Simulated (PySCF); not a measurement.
All values below come from PySCF with B3LYP-D3(BJ)/def2-TZVP // M06-2X/def2-TZVP. Gas-phase values, no solvent. One relaxed conformer stands for a flexible species; it need not be the lowest. B3LYP has the VWN-RPA correlation part, as in Gaussian. Delta-SCF ions had no search for a lower state. Excitations are Tamm–Dancoff values on a coarser integration grid. The basis has no diffuse functions, so Rydberg states are missing or too high.

Reference species (SMILES): `BC#C` (neutral, multiplicity 1).

| Property | Result |
|---|---|
| HOMO–LUMO gap | 5.30 eV |
| T1 excitation (TDA) | 3.52 eV |
| vertical ionisation energy (Delta-SCF) | 10.53 eV |

After one change: the HOMO–LUMO gap rises by 0.35 eV; the T1 excitation (TDA) rises by 0.38 eV; the vertical ionisation energy (Delta-SCF) increases by 0.18 eV.

Question: What was changed between the two runs? The new species is one of these.
A. `BC(=O)O`
B. `BN`
C. `BB(O)O`
D. `BC(=O)OC`

Answer: A, `BC(=O)O`
